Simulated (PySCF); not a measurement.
Be(I)(Me) (CH₃BeI), SMILES [CH3][Be][I]. Atoms are numbered in the order given.

```xyz
6

Be     0.0000     0.0000     1.5027
I      0.0000     0.0000    -0.6754
C      0.0000     0.0000     3.1751
H      0.8812     0.5088     3.5791
H      0.0000    -1.0175     3.5791
H     -0.8812     0.5088     3.5791
```

The structure is a stationary point at PBE0-D3(BJ)/def2-TZVP. The def2 effective core potentials stand for the cores of I; spin–orbit coupling is left out.

Computed with PBE0/def2-TZVPD in PySCF.

Symmetry labels are those of the subgroup Cs that the program uses (full group C3v).

### Question
List the valence orbital energies around the gap with their symmetry. (The exact figures need the calculation; the answer reports its results.)

### Answer

```csv
orbital,symmetry,energy (eV)
HOMO−7,A',-19.29
HOMO−6,A',-19.07
HOMO−5,A',-11.10
HOMO−4,A",-11.10
HOMO−3,A',-9.87
HOMO−2,A',-8.78
HOMO−1,A",-7.94
HOMO,A',-7.94
LUMO,A',-0.37
LUMO+1,A",-0.37
LUMO+2,A',-0.35
LUMO+3,A',0.48
```
